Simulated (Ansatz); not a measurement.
Isolated molecules relaxed with PBE0-D4/def2-TZVP in Ansatz; ΔE leaves out vibrations. CCSD(T)/CBS adds triple-zeta CCSD(T) − MP2 to the extrapolated MP2 energy (def2 sets, frozen cores). This one scheme is used for every species, atoms too. DFT in def2-TZVPP. HSE06 is defined as in plane-wave codes. No spin–orbit coupling; open shells (•) take unrestricted orbitals. Spin–orbit coupling would lower the free atoms: a little for Al, C, Si.

Reaction (atomization): `C[N]1[AlH][CH]1[SiH3]` → Al• + 2 C• + 8 H• + N• + Si•

```json
{"level": "r2SCAN-D4", "ΔE (kJ/mol)": "4360.6", "difference from CCSD(T)/CBS": "5.9"}
{"level": "HSE06-D4", "ΔE (kJ/mol)": "4355.1", "difference from CCSD(T)/CBS": "0.4"}
{"level": "PBE0", "ΔE (kJ/mol)": "4326.9", "difference from CCSD(T)/CBS": "-27.8"}
{"level": "HSE06", "ΔE (kJ/mol)": "4331.5", "difference from CCSD(T)/CBS": "-23.2"}
{"level": "CAM-B3LYP", "ΔE (kJ/mol)": "4350.9", "difference from CCSD(T)/CBS": "-3.8"}
{"level": "CCSD(T)/def2-SVP", "ΔE (kJ/mol)": "4103.0", "difference from CCSD(T)/CBS": "-251.7"}
{"level": "HF/def2-TZVPP", "ΔE (kJ/mol)": "3120.1", "difference from CCSD(T)/CBS": "-1234.6"}
{"level": "MP2/def2-TZVPP", "ΔE (kJ/mol)": "4275.2", "difference from CCSD(T)/CBS": "-79.5"}
{"level": "CCSD/def2-TZVPP", "ΔE (kJ/mol)": "4169.9", "difference from CCSD(T)/CBS": "-184.8"}
{"level": "MP2/CBS(def2)", "ΔE (kJ/mol)": "4395.5", "difference from CCSD(T)/CBS": "40.8"}
{"level": "CCSD(T)/CBS", "ΔE (kJ/mol)": "4354.7", "difference from CCSD(T)/CBS": "0"}
```

Largest T1 diagnostic among the species: 0.018.

At CCSD(T), def2-SVP lies −251.7 kJ/mol from the extrapolated value and def2-TZVPP −120.3 kJ/mol: correlation converges slowly with the basis, and small sets miss more of it in the bonded molecule than in its fragments. From r2SCAN to r2SCAN0 (25 % exact exchange), in def2-TZVPP and without D4, ΔE moves by −58.8 kJ/mol: exact exchange takes away binding that semilocal exchange gives to molecules.

For atomizations the MP2-based limit and the directly extrapolated one differ by several kJ/mol either way, and by 10 to 25 for some Ge, Se and Sn compounds, so smaller differences from it don't rank the levels.
